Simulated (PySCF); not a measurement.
PbS: one state, many levels of theory

State: ¹Σ⁺ (singlet), closed shell. Set-up: basis Pb def2-TZVPP with ECP60, S def2-TZVPP; scalar-relativistic core potentials; PySCF 2.14. De refers to Pb + S in their high-spin ground configurations, without counterpoise correction. A positive dipole means Pb(−)S(+).

| Level | Re (Å) | ωe (cm⁻¹) | De (eV) | μ (D) | CPU s a point (SCF and correlation, without the integrals) |
| --- | --- | --- | --- | --- | --- |
| RHF | 2.265 | 484 | 2.12 | -4.90 | 0.52 |
| RHF-MP2 | 2.293 | 448 | 4.71 | n/a | 0.86 |
| RHF-SCS-MP2 | 2.297 | 447 | 4.54 | n/a | n/a |
| RHF-CCSD | 2.287 | 458 | 4.11 | n/a | n/a |
| RHF-CCSD(T) | 2.307 | 435 | 4.48 | n/a | 18 |
| PBE | 2.313 | 425 | 5.02 | -3.88 | 2.5 |
| BLYP | 2.338 | 408 | 4.85 | -3.88 | 1.4 |
| r²SCAN | 2.293 | 444 | 4.73 | -4.02 | 4.2 |
| r²SCANh | 2.284 | 452 | 4.59 | -4.09 | 3.2 |
| PBE0 | 2.282 | 454 | 4.62 | -4.15 | 3.6 |
| B97-3 | 2.296 | 447 | 4.83 | -4.36 | 1.7 |
| BHandHLYP | 2.275 | 465 | 4.13 | -4.39 | 1.7 |
| ωB97M-V | 2.266 | 473 | 4.57 | -4.19 | 7.1 |

Measured (Huber and Herzberg, Constants of Diatomic Molecules (1979)): Re = 2.286863 Å, ωe = 429.4 cm⁻¹.

The bond length runs from 2.265 Å (RHF) to 2.338 Å (BLYP). De spans 2.12 eV (RHF, mean field) to 5.02 eV (PBE, GGA). Correlation at CCSD(T) changes the Hartree–Fock bond energy by +2.36 eV; the triples alone change it by +0.37 eV.

Correlated steps freeze 9 core orbitals. These are scalar-relativistic numbers at best; spin–orbit coupling would shift them, the dissociation energy most. Where the molecule has an RHF reference, its open-shell atoms are computed with UHF. The CCSD T1 diagnostic is raised, a sign that a single reference may not be enough here.

The whole job (state search and all levels along the bond) took about 9.5 min on 1 thread of Arm Neoverse V2 (shared host), peak memory 2.4 GiB.
